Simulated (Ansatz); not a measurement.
`[F][Sc]([Cl])[O][SiH3]`. Charge 0, multiplicity 1. Correlated methods include outer-core shells of Sc, which these sets cover unevenly. Scalar relativity is left out up to krypton.

```xyz
8

F    -1.925    1.866   -1.802
Sc   -1.666    0.916   -0.258
Cl   -3.294    0.801    1.370
O    -0.039    0.037   -0.039
Si    1.399   -0.729    0.142
H     1.786   -1.382   -1.137
H     1.295   -1.765    1.203
H     2.445    0.256    0.522
```

**Question.** Give the diagnostics of a CCSD(T)/def2-TZVPP run (frozen core, Ansatz). (Best estimate.)

**Answer.** Ansatz gave: T1 = 0.0151, largest single amplitude 0.023, largest double 0.016, (T) share of the correlation energy 3.5 %, 11 CCSD cycles. The RHF solution is stable towards an unrestricted one. T1 lies under the customary mark of 0.02 for closed shells.
